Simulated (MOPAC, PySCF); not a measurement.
C9H6F2, SMILES `FC1(F)C=c2ccccc2=C1`, neutral singlet in the gas phase. 

Cartesian coordinates (Å):
SMILES: c1ccc2c(=CC(F)(F)C=2)c1
```xyz
17

F     -3.2309     0.0490     0.9716
C     -2.3615     0.0902    -0.0926
F     -3.1393     0.1944    -1.2216
C     -1.3918     1.2600     0.0254
C     -0.1255     0.7578     0.0450
C      1.1643     1.4069     0.1419
C      2.2984     0.6407     0.1385
C      2.2467    -0.8144     0.0399
C      1.0612    -1.4920    -0.0546
C     -0.1790    -0.7461    -0.0569
C     -1.4775    -1.1503    -0.1380
H     -1.7208     2.3048     0.0809
H      1.2168     2.5034     0.2167
H      3.2857     1.1219     0.2116
H      3.1971    -1.3696     0.0428
H      1.0357    -2.5895    -0.1284
H     -1.8798    -2.1672    -0.2222
```
Charge 0, spin multiplicity 1.

All levels are single points at this geometry (PBE-D3(BJ)/def2-SVP); Pople sets use spherical d functions. Orbital energies aren't observables, and empty levels follow the basis.

M06-2X/6-31G* in PySCF gives HOMO (eV) = -6.72.

### Question
Estimate the HOMO (eV) from each of these levels: PBE-D3(BJ)/def2-TZVP in PySCF; B3LYP/6-311+G** in PySCF; PBE/6-31G* in PySCF; HF/STO-3G in PySCF; PM6 in MOPAC.

### Answer

```tsv
level	HOMO (eV)
PBE-D3(BJ)/def2-TZVP in PySCF	-5.06
B3LYP/6-311+G** in PySCF	-5.84
PBE/6-31G* in PySCF	-4.68
HF/STO-3G in PySCF	-5.60
PM6 in MOPAC	-9.00
```
